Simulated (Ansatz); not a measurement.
Orthosilicic acid, 9 atoms. Total charge 0; spin multiplicity 1. Hardware: A = 2 threads of a server CPU on a shared host; B = 2 threads of an AMD EPYC 7R13 on a shared host and a share of an NVIDIA H100 80 GB. Correlated methods freeze the cores. Open-shell runs search over several starts.

How many basis functions does each run have, and how long does it take in Ansatz? UKS B2PLYP (frozen core)/def2-TZVPP energy of the cation [A]; UKS ωB97M-V/def2-TZVPP energy of the cation [A]; RKS PBE0-D4/def2-QZVPP energy [B]; direct RPA on PBE orbitals/def2-TZVPP energy [A]; RKS PBE0-D4/def2-TZVP relaxation (8 steps) [A]; RKS BLYP-D4/def2-TZVPP energy [A]; UKS PBE0-D4/def2-TZVPP energy of the cation [A]; RKS PBE-QIDH (frozen core)/def2-TZVPP energy [A]; RKS PBE0-D4/def2-TZVP frequencies [A]; UKS r2SCAN-D4/def2-TZVPP energy of the cation [A]; RHF-CCSD(T)/cc-pV(T+d)Z energy [B]; UKS PBE-D4/def2-TZVPP energy of the cation [A]. (Estimate.)

Computed: Other jobs shared the machine, so times are rough.

```tsv
level	job	functions	wall time	peak host memory (GiB)
RKS BLYP-D4/def2-TZVPP	energy [A]	222	3.3 s	0.29
direct RPA on PBE orbitals/def2-TZVPP	energy [A]	222	7.5 s	0.48
RKS PBE-QIDH (frozen core)/def2-TZVPP	energy [A]	222	9 s	0.54
RHF-CCSD(T)/cc-pV(T+d)Z	energy [B]	215	12 s	0.78
RKS PBE0-D4/def2-QZVPP	energy [B]	418	14 s	0.9
UKS PBE0-D4/def2-TZVPP	energy of the cation [A]	222	27 s	0.71
UKS PBE-D4/def2-TZVPP	energy of the cation [A]	222	38 s	0.68
RKS PBE0-D4/def2-TZVP	relaxation (8 steps) [A]	185	44 s	0.45
UKS r2SCAN-D4/def2-TZVPP	energy of the cation [A]	222	52 s	0.71
UKS B2PLYP (frozen core)/def2-TZVPP	energy of the cation [A]	222	85 s	0.71
UKS ωB97M-V/def2-TZVPP	energy of the cation [A]	222	110 s	1.2
RKS PBE0-D4/def2-TZVP	frequencies [A]	185	4.1 min	0.45
```
